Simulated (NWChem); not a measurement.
System: B$_{2}$H$_{4}$O$_{4}$; SMILES OB(O)B(O)O

NWChem input:

```
start job
memory heap 200 mb stack 900 mb global 1100 mb
geometry units angstroms
  B      0.851675     0.110839    -0.051649
  O      1.497295    -0.059923    -1.234427
  O      1.530337     0.505344     1.061753
  B     -0.837911    -0.127660     0.043749
  O     -1.765721     0.878767     0.131190
  O     -1.346563    -1.378858     0.046635
  H      2.450517     0.067395    -1.231339
  H      2.482759     0.604635     0.972765
  H     -1.431811     1.772244     0.153775
  H     -2.305388    -1.396058     0.107775
end
basis spherical
  * library def2-svp
end
dft
  xc xpbe96 cpbe96
  disp vdw 4
  iterations 150
end
driver
  maxiter 120
end
task dft optimize
task dft freq
```

The level has its own optimisation; frequencies are unscaled.

### Question
What results follow from this input? (PBE-D3(BJ)/def2-SVP.) Quantities: r B–B (Å); r H–O (Å); highest harmonic frequency (cm⁻¹); lowest (cm⁻¹); zero-point energy (kcal/mol); dipole (D).

### Answer
```yaml
r B–B (Å): 1.725
r H–O (Å): 0.976
highest harmonic frequency (cm⁻¹): 3716
lowest (cm⁻¹): 56
zero-point energy (kcal/mol): 41.8
dipole (D): 3.13
```
